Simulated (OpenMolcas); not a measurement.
Er2+ among 6 point charges of -1 e arranged as an octahedron (Oh), 2.68 Å from the ion.

```json
{
 "Program": "OpenMolcas 26.06",
 "Method": "SS-CASPT2, IPEA 0.25 Eh, imaginary shift 0.1 Eh (closed shells correlated: 5s 5p)",
 "Basis": "ANO-RCC-VDZP [7s6p4d2f1g]",
 "Scalar Hamiltonian": "DKH2, point nucleus",
 "Active space": "12 electrons in 7 orbitals (4f)",
 "State averaging": "2S+1 = 3 even, 21 roots; 2S+1 = 1 even, 27 roots kept (CI in the orbitals of an earlier block)",
 "Spin-orbit coupling": "RASSI with atomic mean-field integrals over the reference wave functions"
}
```

Task: What is the spin-free ground state (labels of O, the rotations of Oh)?

Result: 3T1, 3-fold in its orbital part, 100 % from free-ion H terms; it has the highest spin that f12 allows.

Task: Where is the first state of the same spin?

Result: 3E at 48.8 cm-1 above the ground state.

Task: What are the lowest two levels with spin-orbit coupling?

Result: A 1-fold level A1, then a 3-fold level T1 28 cm-1 above it. Their leading multiplicities are 3 (99 %) and 3 (99 %).

Task: What is χT at 300 K, and how does it compare with the textbook value?

Result: Hund's rules give f12 the level 3H6 with g = 1.167, so an isolated free-ion multiplet has χT = g² J(J+1) / 8 = 7.146 cm3 K/mol. The computed 7.129 at 300 K differs by 0 %, through the field's splitting, the mixing of terms and any other multiplet in reach.

Roots that are degenerate in the reference are averaged as groups; the widest CASPT2 spread within a group is 740 cm-1 (the 3-fold group of multiplicity 1 near 8350 cm-1 above the lowest state of its run). Shifts and gaps below about the spread of the groups concerned are not significant. Point charges carry no covalency, so the field is a model and not that of real ligands. The first state left out of the spin-orbit step lies near 77000 cm-1 above the lowest spin-free state of the reference (among the parities and spins computed), and the lists stop at four fifths of that energy or lower. No measured value stands beside these numbers.
